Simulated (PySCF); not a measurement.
B3LYP has the VWN-RPA correlation part, as in Gaussian. Delta-SCF ions had no search for a lower state. Excitations are Tamm–Dancoff values on a coarser integration grid. The basis has no diffuse functions, so Rydberg states are missing or too high.

H$_{6}$B$_{3}$N, SMILES `B(B)(B)N` (charge 0, multiplicity 1)

Computed with B3LYP-D3(BJ)/def2-TZVP run with PySCF.

| Property | Result |
|---|---|
| HOMO | -7.14 eV |
| dipole moment | 2.03 D |
| HOMO–LUMO gap | 4.55 eV |
| LUMO | -2.59 eV |
| S1 excitation (TDA) | 3.61 eV |
| S1 oscillator strength | 0.042 |
| T1 excitation (TDA) | 2.66 eV |
| S1–T1 gap (TDA) | 0.95 eV |
| vertical ionisation energy (Delta-SCF) | 9.51 eV |
| total energy | -132.9497 Ha |
| cost | about 90 core-seconds (a rough figure) |

```xyz
10

B      1.3944    -0.7459    -0.0866
B     -0.0010     0.1728    -0.0081
B     -1.3862    -0.7498     0.1565
N     -0.0087     1.5739    -0.0737
H      1.8122    -1.1755    -1.1216
H      1.9891    -1.0783     0.8964
H     -1.7996    -1.0856     1.2274
H     -1.9769    -1.1789    -0.7907
H      0.8212     2.1349    -0.1727
H     -0.8446     2.1325    -0.0270
```
Charge 0, spin multiplicity 1.
